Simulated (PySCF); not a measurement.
The numbers are results of TPSSh-D3(BJ)/def2-TZVP // CAM-B3LYP-D3(BJ)/def2-TZVP run with PySCF, not measurements. All species are isolated molecules in the gas phase. One relaxed conformer stands for a flexible species; it need not be the lowest. Excitations are Tamm–Dancoff values on a coarser integration grid. The basis has no diffuse functions, so Rydberg states are missing or too high.

Reference species (SMILES): `BS` (H–B–S–H torsion 0°) (neutral, multiplicity 1).

| Property | Value |
|---|---|
| HOMO–LUMO gap | 6.16 eV |
| S1 oscillator strength | 0.000 |
| S1–T1 gap (TDA) | 1.60 eV |

Changed species: `SB(S)S` (0 of 3 SH replaced by H; the reference has 2 of 3 SH replaced by H).

Q: Give the shifts of the HOMO–LUMO gap, S1 oscillator strength and S1–T1 gap (TDA).

A: the HOMO–LUMO gap drops by 0.37 eV, to 5.79 eV; the S1 oscillator strength hardly moves; the S1–T1 gap (TDA) drops by 0.95 eV, to 0.65 eV.
